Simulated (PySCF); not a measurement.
CH4Cl2OSi2, SMILES Cl[Si]1([SiH2]OC1)Cl.

Geometry optimised at PBE0-D3(BJ)/def2-SVP. The structure was generated by enumeration, and PubChem lists no compound with its InChIKey, so it may never have been made.

Two levels are set side by side: TDA-PBE/def2-SVPD (PySCF) and TDA-ωB97X/def2-SVPD (PySCF). Vertical, same geometry. The lowest singlet is HOMO→LUMO 86 % with PBE and HOMO→LUMO 88 % with the other functional; states are paired by order. Differences are taken from unrounded values.

```csv
quantity,TDA-ωB97X
lowest singlet excitation (eV),6.29
lowest triplet excitation (TDA) (eV),5.39
first bright state (f over 0.05) (eV),6.91
its oscillator strength,0.17
```

**Question.** What does TDA-PBE give, and how far is it from TDA-ωB97X? (The exact figures need the calculation; the answer reports its results.)

**Answer.** 
```csv
quantity,TDA-PBE,TDA-PBE minus TDA-ωB97X
lowest singlet excitation (eV),5.33,-0.96
lowest triplet excitation (TDA) (eV),4.83,-0.56
first bright state (f over 0.05) (eV),5.91,-1.00
its oscillator strength,0.08,-0.09
```

Functionals without exact exchange tend to place singlet excitations lower, as here. Differences between two approximate levels are no errors against the true value.

Rough cost on one machine, each run with all the roots and properties that it gave: TDA-ωB97X against TDA-PBE about 6 times.
